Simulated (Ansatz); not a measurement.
A nudged elastic band was laid between two geometries of a periodic cell of 17 atoms, Si16Ge (host Si, host structure diamond, interstitial Ge).

Method: DFT PBE, scalar-relativistic, plane waves, PAW (Ansatz 0.2.0). Settings: PAW set soft_1, cutoff 420 eV, k mesh 2x2x2, fermi-dirac smearing 0.02 eV, no spin polarisation.

```yaml
movable_images: 5
climbing_image: yes
spring: 10.0 eV/Å²
optimiser: quadratic models (default)
start_path: IDPP
force_threshold: 0.03 eV/Å
iteration_limit: 48
end_points: relaxed
```

Initial state:

```xyz
17
Lattice="0.0000 5.4300 5.4300 5.4300 0.0000 5.4300 5.4300 5.4300 0.0000" Properties=species:S:1:pos:R:3
Si -0.006 0.005 -0.008
Si 1.360 1.306 1.357
Si 2.760 2.670 -0.044
Si 4.123 4.069 1.356
Si 2.724 0.005 2.722
Si 4.074 1.356 4.072
Si 5.425 2.705 2.722
Si 6.790 4.069 4.023
Si -0.040 2.670 2.757
Si 1.359 4.070 4.121
Si 2.759 5.468 2.757
Si 4.076 6.783 4.072
Si 2.723 2.706 5.423
Si 4.026 4.070 6.788
Si 5.391 5.467 5.388
Si 6.789 6.832 6.788
Ge 6.791 4.068 6.787
```

Final state:

```xyz
17
Lattice="0.0000 5.4300 5.4300 5.4300 0.0000 5.4300 5.4300 5.4300 0.0000" Properties=species:S:1:pos:R:3
Si 0.006 -0.004 0.004
Si 1.321 1.313 1.318
Si 2.718 2.713 -0.046
Si 4.118 4.112 1.318
Si 2.719 -0.052 2.718
Si 4.119 1.311 4.119
Si 5.482 2.712 2.718
Si 6.783 4.078 4.083
Si -0.043 2.713 2.717
Si 1.321 4.111 4.117
Si 2.718 5.476 2.717
Si 4.082 6.779 4.081
Si 2.719 2.712 5.481
Si 4.084 4.077 6.782
Si 5.432 5.429 5.431
Si 6.783 6.777 6.782
Ge 8.151 2.711 8.149
```

(1) Which bonds break or form, and what moves?

(2) Give the energies along the band, and the barrier.

(3) What is the geometry of the highest image?

Results:

(1) Contacts lost: Si15–Ge17. Contacts made: Si6–Ge17. The atom that moves furthest is Ge17, by 2.36 Å.

(2) It converged. The highest image is number 3 of 0 to 6, 0.34 eV above the ends, which have the same energy within 2 meV. By the program's own check the climbing image is a first-order saddle point (lowest curvatures found: -0.33 and 0.51 eV/Å²). Limits of this set-up: coarse k mesh.

| image | path coordinate (Å) | energy (eV) | Si15–Ge17 (Å) | Si6–Ge17 (Å) |
| --- | --- | --- | --- | --- |
| 0 | 0.00 | 0.00 | 2.42 | 4.70 |
| 1 | 0.47 | 0.08 | 2.46 | 4.31 |
| 2 | 0.94 | 0.29 | 2.55 | 3.88 |
| 3 | 1.42 | 0.34 | 2.82 | 3.39 |
| 4 | 2.07 | 0.33 | 3.52 | 2.74 |
| 5 | 2.73 | 0.14 | 4.16 | 2.48 |
| 6 | 3.38 | 0.00 | 4.70 | 2.42 |

(3) 
```xyz
17
Lattice="0.0000 5.4300 5.4300 5.4300 0.0000 5.4300 5.4300 5.4300 0.0000" Properties=species:S:1:pos:R:3
Si -0.194 0.194 -0.196
Si 1.262 1.261 1.260
Si 2.849 2.581 -0.166
Si 4.169 4.168 1.260
Si 2.644 -0.006 2.642
Si 3.876 1.555 3.873
Si 5.436 2.786 2.642
Si 6.872 3.988 4.027
Si -0.164 2.582 2.847
Si 1.262 4.168 4.167
Si 2.849 5.594 2.847
Si 4.344 6.516 4.342
Si 2.644 2.786 5.434
Si 4.029 3.988 6.870
Si 5.722 5.138 5.720
Si 6.872 6.831 6.870
Ge 7.347 3.513 7.345
```

The run took 12 min on 1 thread of Arm Neoverse V2, with other jobs on the host, peak memory 0.92 GiB.
